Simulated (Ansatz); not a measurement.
BH5O2Si (`OB(O)[SiH3]`). Total charge 0; spin multiplicity 1.

```xyz
9

O     0.056   -0.018   -1.726
B     0.232   -0.339   -0.413
O     0.939   -1.421    0.021
Si   -0.599    0.861    1.002
H     0.469   -0.612   -2.362
H     1.328   -1.974   -0.664
H    -1.389    1.966    0.396
H    -1.498    0.074    1.891
H     0.462    1.462    1.858
```

(1) List the harmonic frequencies (cm⁻¹, unscaled) at PBE0-D4/def2-TZVP in Ansatz. (Estimate.)

Answers

(1) Computed: 16i, 199, 340, 365, 461, 575, 583, 592, 663, 889, 935, 939, 944, 1015, 1293, 1397, 2212, 2214, 2226, 3833, 3835.
